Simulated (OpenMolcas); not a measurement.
What dynamic correlation does to the levels of neutral nickel

| Quantity | Value |
| --- | --- |
| Program | OpenMolcas 26.06 |
| Basis | ANO-RCC-VTZP [6s5p3d2f1g] |
| Scalar Hamiltonian | DKH2, point nucleus |
| Active space | 10 electrons in 6 orbitals (3d 4s) |
| State averaging | 2S+1 = 3 even, 15 roots; 2S+1 = 1 even, 19 roots kept (CI in the orbitals of an earlier block) |
| Spin-orbit coupling | state interaction with AMFI integrals over the reference wave functions, term energies averaged over their components |

Methods on the same reference wave functions:
A. CASSCF
B. SS-CASPT2, IPEA 0.25 Eh, imaginary shift 0.1 Eh (closed shells correlated: 3s 3p)
C. MS-CASPT2, IPEA 0.25 Eh, imaginary shift 0.1 Eh (closed shells correlated: 3s 3p)
D. XMS-CASPT2, IPEA 0.25 Eh, imaginary shift 0.1 Eh (closed shells correlated: 3s 3p)

Energies in cm⁻¹ above 3d⁸ 4s² ³F₄.

```json
{"Level": "3d⁸ 4s² ³F₄", "A": "0.0", "B": "0.0", "C": "0.0", "D": "0.0"}
{"Level": "3d⁸ 4s² ³F₃", "A": "1282", "B": "1284", "C": "1284", "D": "1283"}
{"Level": "3d⁸ 4s² ³F₂ [69 %]", "A": "2164", "B": "2140", "C": "2140", "D": "2130"}
{"Level": "3d⁸ 4s² ¹D₂ [52 %]", "A": "16137", "B": "12750", "C": "13110", "D": "15040"}
{"Level": "3d⁸ 4s² ³P₂ [54 %]", "A": "19643", "B": "16060", "C": "16100", "D": "16870"}
{"Level": "3d⁸ 4s² ³P₁", "A": "20019", "B": "16420", "C": "16420", "D": "16650"}
{"Level": "3d⁸ 4s² ³P₀", "A": "20336", "B": "16740", "C": "16740", "D": "16970"}
{"Level": "3d⁹ 4s ³D₃", "A": "22957", "B": "2990", "C": "2990", "D": "-131"}
{"Level": "3d⁹ 4s ³D₂", "A": "23729", "B": "3590", "C": "3520", "D": "387"}
{"Level": "3d⁹ 4s ³D₁", "A": "24540", "B": "4580", "C": "4580", "D": "1452"}
{"Level": "3d⁸ 4s² ¹G₄", "A": "25132", "B": "22440", "C": "22440", "D": "24840"}
{"Level": "3d⁹ 4s ¹D₂ [54 %]", "A": "27268", "B": "5640", "C": "5320", "D": "2250"}
```

D puts 3d⁹ 4s ³D₃ lowest.

Among B to D the level of the table that moves most is 3d⁹ 4s ¹D₂ [54 %], by 3400 cm-1 (lowest in D, highest in B). Moves below CASPT2's spread within the term are not significant.

From A to B the spin-free energies of the other terms of 3d⁸ 4s² shown, above ³F, scale by factors of 0.78 to 0.89, as is usual when dynamic correlation screens the repulsion within a d or f shell.

The lowest spin-free term lies below A's lowest term by 0.749 hartree in B, 0.749 hartree in C, 0.785 hartree in D.

CASPT2 does not keep the components of a term degenerate, so their means are used; among the terms shown or strongly mixed into the levels shown the widest spread is 1600 cm-1 (3d⁸ 4s² ¹G, D). Over all roots computed the reference weight is 0.84 to 0.89 in B, 0.84 to 0.89 in C; the roots of lowest weight are the least certain, and an intruder state may touch them. Terms from blocks run as CI alone lack orbitals of their own. A single d shell beside an s shell can misplace configurations of different d count against each other. Without dynamic correlation excited terms often stand tens of per cent too high (terms of higher spin than the ground term too low), and those without a measured partner can miss by more than the paired ones (holds for A). The lowest computed level is not the ground level that NIST lists (3F4) (holds for D). The CASPT2 spread within a term exceeds the gap to the next term for 3d⁹ 4s ³D and 3d⁸ 4s² ³F, 3d⁸ 4s² ³F and 3d⁹ 4s ¹D, 3d⁸ 4s² ¹D and 3d⁸ 4s² ³P, so the order of their levels is uncertain, and so are names and mixing where such terms share a J (holds for D). Only configurations of the active space appear.

A share in square brackets marks a mixed level and gives the weight of the term that names it, the lowest over the columns.
